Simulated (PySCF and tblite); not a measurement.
Results of a calculation; reference values are marked as such.
C4H10OSi2, numbered as in [CH2:1]=[CH:2][SiH2:3]/[CH:4]=[CH:5]\[O:6][SiH3:7]. The ensemble was built from 150 distance-geometry starts (ETKDG and KDG, MMFF94s, GFN2-xTB) and rests on GFN2-xTB geometries. Weights use PBE0-D3(BJ)/def2-SVP energies plus GFN2-xTB zero-point and thermal terms (modes under about 100 cm⁻¹ blended into free rotors). Symmetry numbers and mirror images are counted. Conformers within 2.5 kcal/mol (GFN2-xTB free energy) were kept, 5 at most. GIAO shieldings: KT3/pcSseg-1. Shifts are against TMS (¹H), TMS (¹³C), TMS (²⁹Si) at the same level. Codes: tblite and PySCF.

Torsions listed: C1–C2–Si3–C4, C2–Si3–C4–C5, C4–C5–O6–Si7. Of a mirror pair one member is shown.

```tsv
conformer	shape	point group	mirror pair	ΔE(DFT)	Δ(G−E) at 350 K	δ Si3 (ppm)
1	2°, 66°, -172°	C1	yes	0.00	0.00	-63.6
2	127°, 66°, 179°	C1	yes	0.55	-0.27	-58.3
3	23°, -171°, -176°	C1	yes	1.31	-0.20	-66.6
```

Energies in kcal/mol; the thermal term leaves out symmetry numbers and mirror images.

**Question.** Work out the weights at 350 K and the ²⁹Si shift of Si3 under fast exchange.

**Answer.** RT = 0.696 kcal/mol. Each conformer gets RT ln(σ/g), with σ the rotational symmetry number and g = 2 for a mirror pair: 1: σ = 1, g = 2, G = 0.00 + 0.00 − 0.48 = -0.48, 0.00 above the lowest, exp(−ΔG/RT) = 1.000; 2: σ = 1, g = 2, G = 0.55 − 0.27 − 0.48 = -0.21, 0.28 above the lowest, exp(−ΔG/RT) = 0.672; 3: σ = 1, g = 2, G = 1.31 − 0.20 − 0.48 = 0.62, 1.11 above the lowest, exp(−ΔG/RT) = 0.204. The sum is 1.875, so the weights are 53.3, 35.8, 10.9 %. The averaged shift is -62.0 ppm. At 298.15 K it is -62.1 ppm. At 298.15 K the leading conformer alone gives -63.6 ppm and bare DFT energies give -62.4 ppm.

Unscaled ²⁹Si shifts at such levels can be off by tens of ppm; differences between conformers or isomers are more reliable.


Conformer gaps in def2-SVP on xTB geometries can be 2 kcal/mol too large for S=O, P=O and other polar bonds.